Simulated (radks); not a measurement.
Ionisation of neutral erbium, [Xe] 4f12 6s2, to [Xe] 4f12 6s1 as the strength of local exchange is varied. Method: scalar-relativistic Kohn-Sham, Slater X-alpha exchange (alpha = 2/3 is LDA exchange), no correlation, spin-polarised, spherical densities, finite nucleus; open shells are filled with parallel spins first (spin-orbit coupling, left out, can overturn this in heavy ions); Fermi nuclear charge, rms radius 5.2516 fm; computed with a radial shooting solver on a logarithmic mesh with Libxc functionals.

alpha  E(Er) (hartree)  exchange (hartree)  IE (eV)  -e of the level emptied (eV)  <r> of it (bohr)
0.667      -13070.0577           -262.5385    5.314                    3.135 (6s)             4.094
0.719      -13090.6293           -283.5041    5.526                    3.360 (6s)             4.037
0.792      -13119.5694           -313.0544    5.836                    3.692 (6s)             3.958
0.825      -13132.6752           -326.4578    5.980                    3.848 (6s)             3.923
0.994      -13200.0181           -395.5379    6.757                    4.693 (6s)             3.752
1.048      -13221.6152           -417.7651    7.017                    4.979 (6s)             3.700

NIST Atomic Spectra Database: 6.108 eV (measured). The Delta-SCF value meets it near alpha = 0.85. Open shells are spherical and high-spin; term and fine-structure splittings are not resolved. Spin-orbit splitting is averaged out at the scalar-relativistic level.
